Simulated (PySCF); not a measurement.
# How methods differ on the excitation energy of Pb(2+)

Pb(2+) [Xe] 4f14 5d10 6s2 (1S) → Pb(2+) [Xe] 4f14 5d10 6s1 6p1 (3P), as a difference of total energies. All numbers are calculated (PySCF 2.14, scalar relativity through the core potential, in cc-pVTZ-PP with ECP60MDF (5s4p3d1f, 39 functions)). Correlated levels: valence: 5s2 5p6 5d10 frozen. The calculations carry no spin-orbit coupling.

| method | excitation energy (eV) |
| --- | --- |
| UHF | 7.599 |
| LDA | 9.757 |
| PBE | 9.470 |
| PBE0 | 9.107 |
| r2SCAN | 9.100 |
| TPSS | 9.333 |
| B2PLYP | 8.865 |
| MN15 | 9.566 |
| B3LYP | 9.334 |
| MP2 (valence) | 8.095 |
| SCS-MP2 (valence) | 8.241 |

Question: How much does correlation contribute at MP2 (valence)?

Answer: 8.095 − (7.599) = 0.496 eV, measured against UHF.

The basis was made for the ground configuration and has no added diffuse functions, so the excitation energy can come out too high.
